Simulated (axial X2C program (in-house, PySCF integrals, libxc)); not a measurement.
# What spin–orbit coupling does to MoC⁺

All values were computed with an in-house all-electron X2C program for linear molecules (integrals from PySCF). Spin-free means the one-electron spin-free X2C Hamiltonian; two-component (2c) means X2C with spin–orbit coupling and atomic mean-field two-electron Coulomb and Gaunt terms, so the difference of the two also holds small scalar two-electron terms. Basis: Mo dyall-cv3z [11s12p9d5f3g], C dyall-v3z [7s6p2d1f] (cores contracted in-house); Gaussian nuclei, density fitting, unrestricted open shells. Masses: Mo 97.905 u, C 12.000 u.

Spin-free state: M_S = 1/2, Λ = 2 (beyond evenly filled blocks: δ+α); fragments Mo+ + C.

```tsv
level	Re (Å)	ωe (cm⁻¹)	De (eV)	μ (D)
PBE0	1.619	1143.5	3.887	-3.70
LDA	1.627	1134.7	6.169	-3.45
```

Dipoles are positive if C is the positive end and refer to the centre of mass.

(1) Within this multiplet, which Ω should lie lowest by the rule for regular and inverted multiplets?

Two-component determinant lowest at the distance of the search:

Ω = 3/2 (⟨Sz⟩ = -0.50, ⟨Lz⟩ = 2.00 at PBE0); fragments Mo+ + C.

```tsv
level	Re (Å)	ωe (cm⁻¹)	De (eV)	μ (D)
PBE0	1.619	1143.1	3.964	-3.70
LDA	1.627	1134.3	6.247	-3.46
```

(2) From the two tables, how do the constants change at the PBE0 level (2c against spin-free)?

The state is a single determinant with fixed occupations, the lowest that a limited PBE0 search found. De is counted from the lowest determinant-based energies of the atoms at the same level, without counterpoise correction. Density functionals use the spin component along the axis (collinear). The 2c atoms are single determinants rather than J levels; their spin–orbit lowering is only partly caught, and De is too large by that part. This holds for PBE0, LDA. PBE0 can misorder states that lie within some tenths of an eV, so this need not be the ground state of the molecule. The nearest other spin-free determinant of the search, M_S = 3/2, Λ = 0, lies 0.19 eV up at the distance of the search. The functionals have no current-density term, which raises determinants with orbital currents, atoms included. At some level and bond length an empty orbital lies below a filled one. The determinant is spin-polarised beyond a pure state at some levels (its spin-free form has ⟨S²⟩ too high), which makes Re and μ there less reliable.

Answers

(1) The open δ shell holds one electron, so the multiplet is regular: Ω = Λ − 1/2 = 3/2. The PBE0 2c search agrees.

(2) At the PBE0 level Re is unchanged within 0.001 Å and ωe goes down by 0.4 cm⁻¹; De is not compared, since the atomic limits differ or miss part of their spin–orbit lowering.
